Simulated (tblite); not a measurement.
Compound: C₇H₁₅ (doublet state).
Geometry (GFN2-xTB, Å), atoms numbered from 1 in this order:
```
atom  x, y, z in Å
C1     2.3210   -0.8639    0.5760
C2     1.6504   -0.1762   -0.6293
C3     0.3211    0.3922   -0.2834
C4     0.2485    1.7679    0.2709
C5    -0.8820   -0.4905   -0.2836
C6    -1.9281   -0.0168   -1.3084
C7    -1.5369   -0.5803    1.1038
H8     2.4679   -0.1486    1.3811
H9     3.2882   -1.2713    0.2906
H10    1.6959   -1.6746    0.9421
H11    1.5451   -0.9183   -1.4267
H12    2.3166    0.6146   -0.9851
H13   -0.7436    2.1965    0.1439
H14    0.4743    1.7831    1.3449
H15    0.9744    2.4196   -0.2161
H16   -0.5654   -1.4983   -0.5760
H17   -1.4833    0.0513   -2.2984
H18   -2.3148    0.9620   -1.0358
H19   -2.7608   -0.7158   -1.3477
H20   -0.8134   -0.9131    1.8441
H21   -2.3626   -1.2884    1.0824
H22   -1.9228    0.3883    1.4099
```

Computed with GFN2-xTB (tblite): harmonic, unscaled wavenumbers at the GFN2-xTB geometry, gas phase. Against measured fundamentals such values can be off by several per cent, at times by over 20. One conformer, not necessarily the lowest. Open shells enter through the occupations alone, without spin polarisation, and single modes of such species can be off by tens of per cent.

Harmonic wavenumbers (cm⁻¹): 37.3, 51.7, 88.6, 145.5, 201.6, 207.2, 229.1, 257.8, 285.9, 331.7, 408.5, 470.1, 524.6, 750.3, 820.2, 912.8, 938.6, 962.6, 970.3, 997.5, 1008.2, 1042.0, 1046.1, 1092.3, 1099.3, 1156.7, 1228.9, 1240.9, 1299.2, 1305.9, 1328.4, 1362.2, 1391.5, 1395.8, 1398.4, 1411.1, 1473.4, 1480.6, 1486.8, 1495.0, 1499.7, 1500.2, 1503.8, 1507.1, 1509.4, 2875.0, 2922.3, 2939.6, 2950.9, 2993.5, 3018.8, 3021.3, 3025.2, 3026.7, 3033.0, 3036.7, 3038.2, 3039.6, 3041.5, 3045.8.

A = 3415, B = 1662, C = 1563 MHz; mass 99.117 u (most abundant isotopes); point group C1, symmetry number 1; spin multiplicity 2.

**Question.** Zero-point energy?

**Answer.** Half the sum of the wavenumbers: 43931 cm⁻¹ = 125.61 kcal/mol.

**Question.** Entropy at 350 K, 1 bar (ideal gas, RRHO, classical rotation)?

**Answer.** Translation 40.51, rotation 28.46, vibration 36.28, spin (R ln 2) 1.38: S = 106.6 cal/(mol K).

**Question.** And Cp and H(350 K) − H(0)?

**Answer.** Cp = 42.91 cal/(mol K), of which vibrations give 34.97 (their classical limit is 60 R = 119.2); H(350 K) − H(0) = 9.15 kcal/mol without the zero-point energy, 6.37 from vibrations.

**Question.** Blend soft modes into free rotors: weight 1/[1 + (100 cm⁻¹/ν̃)⁴] for the oscillator and the rest for a rotor with moment μB/(μ + B), μ = h/(8π²ν), B = 10⁻⁴⁴ kg m². What vibrational entropy results?

**Answer.** 32.68 cal/(mol K) in place of 36.28, which changes −T·S at 350 K by +1.26 kcal/mol.

**Question.** Which modes carry the vibrational entropy at 350 K?

**Answer.** 37.3 cm⁻¹: 5.72; 51.7 cm⁻¹: 5.07; 88.6 cm⁻¹: 4.01; 145.5 cm⁻¹: 3.04; 201.6 cm⁻¹: 2.42; 207.2 cm⁻¹: 2.37 cal/(mol K); the other 54 give 13.68 together.

**Question.** What must be added to the electronic energy to get the Gibbs energy at 350 K and 1 bar?

**Answer.** ZPE + [H(350 K) − H(0)] − T·S = 125.61 + 9.15 − 37.32 = 97.44 kcal/mol.

**Question.** How do the functions run with temperature in this model?

**Answer.** 
```
 T (K)  S (cal/(mol K))  Cp (cal/(mol K))  H − H(0) (kcal/mol)  G − H(0) (kcal/mol)  ln q(vib)
   150             79.5              24.6                 2.49                -9.44       3.64
   250             94.0              33.0                 5.36               -18.14       6.45
298.15            100.2              37.6                 7.06               -22.81       7.74
   400            112.7              48.1                11.42               -33.66      10.41
   600            135.8              66.3                22.94               -58.54      15.54
   900            166.5              85.3                45.88              -104.01      22.98
```

q(vib) and H(0) count from the zero-point level.

Hindered rotation and anharmonicity are outside this model. Other conformers, if any are populated, would add a mixing term that is left out. The structure is chiral; the term R ln 2 for an equal mix with its mirror image is left out.

The run took 1.4 s of wall time on Intel Xeon at 2.70 GHz, one thread, no GPU, on a shared host. The figure is for the frequency step alone.
